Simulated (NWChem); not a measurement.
A series in which one site is exchanged, each optimised at PBE0/def2-SVP with NWChem, gas phase unless a solvent is named. For some, no frequency run checked for a minimum. def2 effective core potentials on I; no spin-orbit coupling.

A: BrC(I)=C (C₂H₂BrI; site = Br)
B: IC=C (C2H3I; site = H)
C: C=C(F)I (C2H2FI; site = F)
D: C=C(I)Cl (C₂H₂ClI; site = Cl)

```json
[
 {"quantity": "dipole (D), PBE0/def2-SVP", "A": "1.12", "B": "[?]", "C": "1.15", "D": "1.15"},
 {"quantity": "orbital gap (eV), PBE0/def2-SVP", "A": "5.85", "B": "[?]", "C": "6.29", "D": "6.01"},
 {"quantity": "vertical ionisation energy, ΔSCF, PBE/def2-SVP (eV)", "A": "8.89", "B": "[?]", "C": "9.15", "D": "8.99"},
 {"quantity": "vertical ionisation energy, ΔSCF, B3LYP/def2-SVP (eV)", "A": "9.09", "B": "[?]", "C": "9.36", "D": "9.17"},
 {"quantity": "lowest singlet excitation, B3LYP/def2-SVPD, TDA (eV)", "A": "4.18", "B": "[?]", "C": "4.52", "D": "4.30"}
]
```

### Question
Fill in the missing entries.

### Answer

- dipole (D), PBE0/def2-SVP, B: 1.22
- orbital gap (eV), PBE0/def2-SVP, B: 6.51
- vertical ionisation energy, ΔSCF, PBE/def2-SVP (eV), B: 9.08
- vertical ionisation energy, ΔSCF, B3LYP/def2-SVP (eV), B: 9.20
- lowest singlet excitation, B3LYP/def2-SVPD, TDA (eV), B: 4.72
